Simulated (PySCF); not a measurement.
# Computed records: BH4NSi

All values are calculated (PySCF 2.14.0). Calculation on a computer-drawn molecule: the log of a Hartree-Fock and frozen-core CCSD(T) single point meant for a local Hartree-Fock minimum, with one planted fault or none, to be diagnosed. Offsets are logged minus clean, where the clean run is the same molecule without the fault. The reference is restricted for singlets and unrestricted otherwise, and also for a bond in bohr or an excited solution. Adding or removing an electron swaps singlet and doublet. The excited solution moves the top pair (singlet) or top alpha electron (doublet) to the lowest empty orbital. Highest occupied and lowest empty are orbital energies over both spins, largest force is the largest gradient component, triples share is (T) over the correlation energy, the T1 limit is 0.02 restricted and 0.045 unrestricted, electrons count all cores, a negative frequency is imaginary (commonest isotopes), and the dipole is about the centre of nuclear charge.

### BH4NSi

Logged structure:
```xyz
7
BH4NSi
N     -0.0991     0.9122    -0.3453
B      0.7344    -0.1070     0.1087
Si     0.2046    -1.9831     0.7466
H     -1.0891     0.8284    -0.4440
H      0.2471     1.8082    -0.6218
H      1.9166     0.1484     0.1854
H      0.5611    -2.6392    -0.5771
```

* meant charge: 0
* meant multiplicity: 1
* meant basis: cc-pV(D+d)Z
* logged electrons: 29
* logged basis functions: 71
* logged SCF converged: yes
* logged spin squared: 0.7731
* logged highest occupied: -16.638 eV
* logged lowest empty: -6.3451 eV
* logged largest force: 0.060506 hartree/bohr
* logged T1 diagnostic: 0.022533
* logged D1 diagnostic: 0.074872
* logged triples share: 0.030311
* logged CC converged: yes
* logged dipole magnitude: 2.3544 debye
* logged SCF stable within its kind: yes
* logged energy HF: -370.10087 hartree
* logged energy CCSD(T): -370.46604 hartree
* possible faults: no fault, one electron removed, one electron added, multiplicity raised by two, geometry at a saddle point, SCF held on an excited solution, minimal basis STO-3G, one bond length entered in bohr, all coordinates scaled
* planted fault: one electron removed
* HF energy offset from clean run: 166.9 kcal/mol
* CCSD(T) energy offset from clean run: 184.6 kcal/mol

Drawn bonds:
```csv
atom,other atom,order
1,2,1
2,3,1
1,4,1
1,5,1
2,6,1
3,7,1
```
